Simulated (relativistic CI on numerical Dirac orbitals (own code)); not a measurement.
## How well does a small relativistic CI reproduce Co⁺?

Method of calculation: Dirac-Coulomb-Breit CI, separate exchange-only KLI orbitals for each configuration, QED by a radiative potential, valence Slater integrals scaled by 0.85, P86 correlation energy added to each configuration (own radial code, finite nucleus).

Configurations in the expansion (outside the closed core [Ar]): 3d8, 3d7.4s, 3d7.4p, 3d6.4s2, 3d7.5s, 3d6.4s.4p, 3d7.4d, 3d7.5p, 3d7.4f, 3d7.5d, 3d7.5f, 3d7.5g, 3d6.4s.5s, 3d6.4p2. Levels of other configurations are missing.

```tsv
Configuration	Term (tabulated)	J	Measured (cm⁻¹)	Computed	Error	Purity (%)
3d8	a 3F	4	0.0	0	0	99
3d8	a 3F	3	950.3	882	-69	99
3d8	a 3F	2	1597.2	1489	-108	99
3d7.4s	a 5F	5	3350.5	-4082	-7432	99
3d7.4s	a 5F	4	4029.0	-3424	-7453	99
3d7.4s	a 5F	3	4560.8	-2909	-7469	99
3d7.4s	a 5F	2	4950.1	-2531	-7481	99
3d7.4s	a 5F	1	5204.7	-2283	-7488	99
3d7.4s	b 3F	4	9812.9	3097	-6716	98
3d7.4s	b 3F	3	10708.3	3970	-6738	99
3d7.4s	b 3F	2	11321.9	4577	-6745	99
3d7.4p	z 5F°	5	45197.7	35583	-9615	96
3d7.4p	z 5F°	4	45378.8	35794	-9585	59
3d7.4p	z 5F°	3	45972.0	36359	-9613	75
3d7.4p	z 5D°	4	46320.8	36639	-9682	60
3d7.4p	z 5F°	2	46452.7	36815	-9637	86
3d7.4p	z 5F°	1	46786.4	37130	-9656	95
3d7.4p	z 5D°	3	47039.1	37328	-9711	75
3d7.4p	z 5G°	6	47078.5	37511	-9568	99
3d7.4p	z 5G°	5	47345.8	37895	-9451	89
3d7.4p	z 5D°	2	47537.4	37809	-9729	86
3d7.4p	z 5G°	4	47807.5	38312	-9495	92
3d7.4p	z 5D°	1	47848.8	38111	-9737	94
3d7.4p	z 5D°	0	47995.6	38256	-9740	98
3d7.4p	z 5G°	3	48150.9	38635	-9516	95
3d7.4p	z 5G°	2	48388.4	38864	-9524	98
```

Measured levels from NIST Handbook of Basic Atomic Spectroscopic Data (Sansonetti and Martin, J. Phys. Chem. Ref. Data 34, 1559 (2005)); pairs were made by configuration, J and term (by order where the table uses no LS term), so strongly mixed levels may be paired wrongly.

Mean error by configuration (cm⁻¹): 3d8 -89; 3d7.4s -7190; 3d7.4p -9617. Over the excited levels the mean absolute error is 8078 cm⁻¹ (25 of the 25 excited levels that our extract of the source holds in range could be paired), and the median relative error of those above 1,000 cm⁻¹ is 21 %. Some levels of the ground configuration have no partner.

Transition probabilities of persistent lines. The last column rescales the computed rate by the cube of measured over computed energy:

| λ measured (Å) | Lower | Upper | A tabulated (s⁻¹) | A computed | A rescaled |
| --- | --- | --- | --- | --- | --- |
| 2286.16 air | 3d7.4s a 5F_5 | 3d7.4p z 5G°_6 | 3.30e+08 | 3.59e+08 | 4.18e+08 |
| 2307.86 air | 3d7.4s a 5F_4 | 3d7.4p z 5G°_5 | 2.60e+08 | 3.23e+08 | 3.72e+08 |
| 2311.60 air | 3d7.4s a 5F_3 | 3d7.4p z 5G°_4 | 2.80e+08 | 3.16e+08 | 3.65e+08 |
| 2314.06 air | 3d7.4s a 5F_2 | 3d7.4p z 5G°_3 | 2.80e+08 | 3.04e+08 | 3.52e+08 |
| 2353.42 air | 3d7.4s a 5F_3 | 3d7.4p z 5D°_3 | 1.80e+08 | 2.04e+08 | 2.40e+08 |
| 2363.80 air | 3d7.4s a 5F_4 | 3d7.4p z 5D°_4 | 2.10e+08 | 2.20e+08 | 2.59e+08 |
| 2378.63 air | 3d7.4s a 5F_5 | 3d7.4p z 5F°_4 | 1.90e+08 | 2.20e+08 | 2.57e+08 |
| 2383.46 air | 3d7.4s a 5F_4 | 3d7.4p z 5F°_3 | 1.80e+08 | 2.13e+08 | 2.50e+08 |
| 2388.92 air | 3d7.4s a 5F_5 | 3d7.4p z 5F°_5 | 1.50e+08 | 3.05e+08 | 3.59e+08 |
